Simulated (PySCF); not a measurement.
# Mayer bond orders and bond lengths

TiCl₄ (singlet state).
Cartesian coordinates in Å at the PBE0-D3(BJ)/def2-SVP level; atoms count from 1:
```
atom  x, y, z in Å
Ti1   -0.0048    0.0004    0.0040
Cl2   -0.0004   -0.0191    2.1587
Cl3    2.0240    0.0085   -0.7089
Cl4   -1.0141    1.7650   -0.7099
Cl5   -1.0047   -1.7548   -0.7438
```

Bond orders from the PBE0/pcSseg-1 (pcSseg-2 on Ti) density (PySCF). Geometry: PBE0-D3(BJ)/def2-SVP; no solvent, vibrations or thermal averaging.

Task: Give the Mayer order of every bond, beside its length.

Result: 
```json
{"bond": "Ti1–Cl2", "length (Å)": "2.155", "Mayer order": "1.193"}
{"bond": "Ti1–Cl3", "length (Å)": "2.150", "Mayer order": "1.199"}
{"bond": "Ti1–Cl4", "length (Å)": "2.155", "Mayer order": "1.194"}
{"bond": "Ti1–Cl5", "length (Å)": "2.154", "Mayer order": "1.194"}
```

Task: Sum the orders of all bonds at each heavy atom with more than one neighbour.

Result: Ti1 4.780. Orders between atoms that aren't bonded are not in these sums.

The Mayer order sums products of elements of PS (density times overlap matrix) between the two atoms' basis functions, so it depends on the basis set.

These values come from a run that also computed NMR shieldings. Rough CPU time on one thread of a shared machine: about 16 s.
